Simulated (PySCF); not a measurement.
Structure problem from calculated spectra and properties.

Formula: CH4BF3Si.

| Item | Value |
| --- | --- |
| Polarisability | 57.9 au [wB97X-D/def2-SVPD] |
| Dipole | 2.47 D [wB97X-D/def2-SVPD] |
| UV, first state | lowest singlet excitation: 4.51 eV (275 nm, f = 0.002) [TDDFT wB97X-D/def2-SVPD] |
| Valence photoelectron | vertical ionisation energy: 11.29 eV [ΔSCF wB97X-D/def2-SVPD] |
| Triplet | lowest triplet excitation (Tamm–Dancoff): 3.75 eV [TDA wB97X-D/def2-SVPD] |
| NMR, other nuclei | isotropic shieldings of nuclei other than C and H, by class: -13 (1 B), 229 (3 F), 426 (1 Si) ppm [GIAO KT3/pcSseg-2] |
| Rotational structure | rotational constants A, B, C: 4.340, 1.963, 1.809 GHz [PBE0-D3(BJ)/def2-SVP] |
| 1H NMR | chemical shifts (computed TMS as zero) by class: 9.90 (2 H), 4.27 (2 H) ppm [GIAO KT3/pcSseg-2] |
| 13C NMR | chemical shifts (computed TMS as zero) by class: 138.2 (1 C) ppm [GIAO KT3/pcSseg-2] |
| UV, strongest line | among the 10 lowest singlet transitions: S6 at 8.67 eV (143 nm, f = 0.073) [TDDFT wB97X-D/def2-SVPD] |

Electronic properties: PySCF, gas phase, density fitting. Levels stand in brackets. One conformer (not necessarily the lowest) at the PBE0-D3(BJ)/def2-SVP geometry, without solvent, vibrations or thermal averaging. NMR values are class means; diastereotopic atoms form classes of their own.

Question: Give a SMILES that accounts for the data.

Answer: Numbering: `[BH2:1][SiH2:2][C:3]([F:4])([F:5])[F:6]`. The one carbon: CF3 carbon [C3] (138.2 ppm). Hydrogen classes from least to most shielded: 2 H on a three-coordinate boron, B1 (9.90 ppm), 2 H on an SiH2 silicon, Si2 (4.27 ppm). The other shieldings belong to: -13 ppm, three-coordinate boron [B1]; 229 ppm, fluorine of a CF3 group [F4/F5/F6]; 426 ppm, SiH2 silicon [Si2]. S1 is mainly HOMO→LUMO (weight 0.95); the largest Löwdin shares of the orbital it empties are 0.36 on the three-coordinate boron, 0.29 on the SiH2 silicon, 0.08 on a B–H hydrogen and 0.07 on the CF3 carbon, of the orbital it fills 0.56 on the three-coordinate boron, 0.20 on the SiH2 silicon and 0.09 on each of 2 atoms of one kind (B–H hydrogen). By its constants the optimised geometry is an asymmetric top. Structure: `B[SiH2]C(F)(F)F`. The assignments are read from this structure; whether some other isomer fits the data as well wasn't checked.

The values belong to the conformer `[BH2:1][SiH2:2][C:3]([F:4])([F:5])[F:6]`: B1–Si2–C3–F4 -58°.
